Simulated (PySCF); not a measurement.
**M06-2X on Kr⁺ (krypton, charge +1)**

Configuration: [Ar] 3d10 4s2 4p5, 2P determinant. All numbers are calculated (PySCF 2.14, scalar relativity by spin-free X2C-1e, in aug-cc-pVTZ-DK (7s6p4d2f, 59 functions)).

```
Total energy                                                  : -2789.658 hartree
One-electron energy                                           : -3860.801 hartree
Hartree (Coulomb) energy                                      : 1168.315 hartree
Exchange-correlation energy                                   : -97.172 hartree
⟨S²⟩                                                          : 0.7530
⟨L²⟩                                                          : 2.014
Sum of ⟨r⟩                                                    : 23.50 bohr
Sum of ⟨r²⟩                                                   : 31.60 bohr²
Traceless quadrupole moment −½Σ⟨3z² − r²⟩ along its main axis : 1.43 e·bohr²
Langevin diamagnetic susceptibility                           : -25.0 ×10⁻⁶ cm³/mol
```

```tsv
shell	electrons	mean orbital energy (eV)	spread (eV)	rms radius, mean of both spins (bohr)
1s α	1	-14283.5	0	0.0478
1s β	1	-14283.4	0	0.0478
2s α	1	-1920.7	0	0.199
2s β	1	-1920.6	0	0.199
2p α	3	-1702.2	0.257	0.177
2p β	3	-1702.1	0.006	0.177
3s α	1	-293.82	0	0.568
3s β	1	-293.66	0	0.568
3p α	3	-223.51	0.737	0.583
3p β	3	-223.29	0.238	0.583
3d α	5	-104.96	0.725	0.612
3d β	5	-104.81	0.507	0.612
4s α	1	-39.288	0	1.66
4s β	1	-37.179	0	1.66
4p α	3	-23.020	1.415	1.97
4p β	2	-22.003	0	1.97
```

Densities and radii are taken from the X2C orbitals without a picture-change correction, which distorts them close to the nucleus.
